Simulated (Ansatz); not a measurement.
Geometry optimisation, RKS PBE/STO-3G (Ansatz 0.2.0).

The input (input.yaml):

```yaml
crystal:
  periodic: [false, false, false]
  atoms:
    - { symbol: B, position_ang: [0.2976, -1.9057, -0.2362] }
    - { symbol: C, position_ang: [0.2711, -0.4752, 0.5428] }
    - { symbol: "N", position_ang: [1.6242, -0.0542, 0.7736] }
    - { symbol: C, position_ang: [-0.4054, 0.5923, -0.2421] }
    - { symbol: C, position_ang: [0.0549, 1.1416, -1.3453] }
    - { symbol: "N", position_ang: [-1.8035, 0.9607, 0.1684] }
    - { symbol: H, position_ang: [0.7774, -1.9447, -1.3107] }
    - { symbol: H, position_ang: [-0.2386, -2.788, 0.2216] }
    - { symbol: H, position_ang: [-0.225, -0.6175, 1.5648] }
    - { symbol: H, position_ang: [1.6398, 0.8435, 1.3479] }
    - { symbol: H, position_ang: [2.0995, -0.7565, 1.4405] }
    - { symbol: H, position_ang: [-0.4791, 1.8988, -1.8743] }
    - { symbol: H, position_ang: [0.9933, 0.9022, -1.6886] }
    - { symbol: H, position_ang: [-2.379, 1.6742, -0.3365] }
    - { symbol: H, position_ang: [-2.249, 0.4779, 1.0036] }
basis:
  gaussian: { orbitals: STO-3G }
hamiltonian:
  xc: pbe
relax:
  f_tol: 0.02
  max_steps: 40
```

Command:

```bash
$ ansatz run input.yaml --threads 1 --pin off --max-ram 2048MiB --backend cpu --events-out ev --progress --plain --runs-dir out
```

Task: Where does it end, and by what steps?

Result: It converged. Limits of this set-up: minimal basis. After 33 steps the energy has fallen by 2.287 eV; H10 moved furthest, 1.68 Å. Joined: B1–C4, B1–C5.

| step | energy less start (eV) | largest force component (eV/Å) | accepted |
| --- | --- | --- | --- |
| 0 | 0.0000 | 6.115 | yes |
| 2 | -0.8887 | 0.905 | yes |
| 4 | -1.1122 | 0.882 | yes |
| 6 | -1.3002 | 0.869 | yes |
| 8 | -1.4134 | 0.383 | yes |
| 10 | -1.5732 | 0.667 | yes |
| 12 | -1.8799 | 1.433 | yes |
| 14 | -2.0086 | 0.451 | yes |
| 16 | -2.0928 | 0.464 | yes |
| 18 | -2.1385 | 0.625 | yes |
| 20 | -2.1625 | 0.830 | yes |
| 22 | -2.2329 | 0.351 | yes |
| 24 | -2.2566 | 0.252 | yes |
| 26 | -2.2769 | 0.433 | yes |
| 28 | -2.2853 | 0.120 | yes |
| 30 | -2.2862 | 0.068 | yes |
| 32 | -2.2867 | 0.022 | yes |
| 33 | -2.2867 | 0.011 | yes |

```xyz
15
Properties=species:S:1:pos:R:3
B 0.103 -1.082 -0.524
C 0.285 -0.161 0.959
N 1.700 0.192 1.349
C -0.439 0.699 -0.015
C 0.060 0.375 -1.382
N -1.768 1.060 0.204
H 1.129 -1.642 -0.688
H -0.884 -1.717 -0.576
H -0.296 -0.398 1.875
H 2.074 -0.729 1.750
H 2.231 0.240 0.419
H -0.656 0.572 -2.198
H 1.069 0.752 -1.623
H -2.418 1.047 -0.622
H -2.212 0.741 1.102
```

Whether the end is a true minimum wasn't checked by a vibrational analysis.

The run took 96 s on 1 thread of Intel(R) Xeon(R) Platinum 8375C CPU @ 2.90GHz (Ice Lake), on a shared host, peak memory 0.15 GiB.
